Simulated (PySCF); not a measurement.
# TDDFT excited states: C8H6O

Species: 3-ethynylphenol, C₈H₆O.
SMILES with atom numbers: `[CH:1]#[C:2][c:3]1[cH:4][cH:5][cH:6][c:7]([OH:8])[cH:9]1` (hydrogens: H10 on C1; H11 on C4; H12 on C5; H13 on C6; H14 on O8; H15 on C9)

Method used: TDDFT PBE0/def2-SVPD, vertical, gas phase, core orbitals frozen in the response (PySCF). Isolated species at its GFN2-xTB geometry (one conformer only). Torsions of this conformer, `[CH:1]#[C:2][c:3]1[cH:4][cH:5][cH:6][c:7]([OH:8])[cH:9]1`: H–O8–C7–C6 180°.

```json
{"state": "S1", "E (eV)": "4.78", "E (kJ/mol)": "461", "λ (nm)": "259.5", "f": "0.081", "|μ| (D)": "2.11", "symmetry": "A′", "main configurations (H = HOMO, L = LUMO)": "H→L (69%), H-1→L (13%), H→L+1 (9%)"}
{"state": "S2", "E (eV)": "5.32", "E (kJ/mol)": "513", "λ (nm)": "233.0", "f": "0.202", "|μ| (D)": "3.17", "symmetry": "A′", "main configurations (H = HOMO, L = LUMO)": "H-1→L (54%), H→L (21%), H→L+1 (19%)"}
{"state": "S3", "E (eV)": "5.51", "E (kJ/mol)": "532", "λ (nm)": "225.0", "f": "0.0000", "|μ| (D)": "0.02", "symmetry": "–", "main configurations (H = HOMO, L = LUMO)": "H-2→L (96%)"}
{"state": "S4", "E (eV)": "6.04", "E (kJ/mol)": "583", "λ (nm)": "205.1", "f": "0.0001", "|μ| (D)": "0.05", "symmetry": "–", "main configurations (H = HOMO, L = LUMO)": "H→L+2 (91%)"}
{"state": "S5", "E (eV)": "6.07", "E (kJ/mol)": "585", "λ (nm)": "204.3", "f": "0.273", "|μ| (D)": "3.44", "symmetry": "A′", "main configurations (H = HOMO, L = LUMO)": "H→L+1 (61%), H-1→L (24%), H-3→L (10%)"}
{"state": "S6", "E (eV)": "6.34", "E (kJ/mol)": "611", "λ (nm)": "195.7", "f": "0.0000", "|μ| (D)": "0.03", "symmetry": "–", "main configurations (H = HOMO, L = LUMO)": "H→L+4 (66%), H-1→L+4 (21%)"}
```

Triplets (Tamm–Dancoff): T1 3.49 eV, H→L (75%), H-1→L (14%); T2 4.07 eV, H-1→L (63%), H→L (21%), H-1→L+1 (8%).

The lowest singlet comes at 260 nm (461 kJ/mol) in the ultraviolet; it is of moderate strength; its leading configuration is HOMO→LUMO (69%). The most intense listed level is S5 at 6.07 eV (204 nm, f = 0.273), 1.29 eV above S1. Löwdin shares by element: HOMO carbon 47% or more, oxygen 13% (atoms not listed hold the other 40%); LUMO carbon 58% or more (atoms not listed hold the other 42%). The listed states span 1.56 eV. The oscillator strengths of these states sum to 0.556; summed over the whole spectrum of an exact calculation they would give the number of electrons, 62 (Thomas–Reiche–Kuhn). Weighted by f, the mean energy of these states is 5.61 eV. Symmetry labels in Cs follow from the direction of the transition dipole and are given only for states with f of 0.002 or more. The window holds the lowest 6 singlets.

Time: 38 s of wall time; peak memory 0.95 GiB. Hardware: one thread of an Arm Neoverse V1, no GPU, shared host.
